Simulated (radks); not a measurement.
Initial-state core-level shifts of the terbium ion Tb+ when its valence configuration changes from [Xe] 4f9 6s1. Calculated with a radial shooting solver on a logarithmic mesh with Libxc functionals: Dirac Kohn-Sham, LDA (Slater exchange, Perdew-Wang correlation), spin-unpolarised, spherical densities, point nucleus; open shells are shared between the two j in proportion to 2j + 1. Shifts are changes of the shell-averaged eigenvalues in eV (positive: less bound).

| valence | 3p | 4s | 5s | 5p |
|---|---|---|---|---|
| 4f9 5d1 | +1.598 | +1.624 | +1.770 | +1.673 |
| 4f10 | +6.911 | +6.804 | +4.685 | +4.072 |
| 4f8 6s1 6p1 | -11.303 | -10.949 | -7.328 | -6.428 |
| 4f8.5 6s1 6p0.5 | -5.357 | -5.219 | -3.591 | -3.164 |
| 4f9.5 6p0.5 | +3.332 | +3.246 | +1.936 | +1.596 |
| 4f8 5d1 6s1 | -7.767 | -7.398 | -3.765 | -3.049 |
| 4f9 6p1 | -1.272 | -1.284 | -1.336 | -1.308 |
| 4f7 5d2 6s1 | -16.868 | -15.849 | -7.575 | -6.067 |
| 4f8 6s2 | -10.025 | -9.667 | -6.050 | -5.183 |
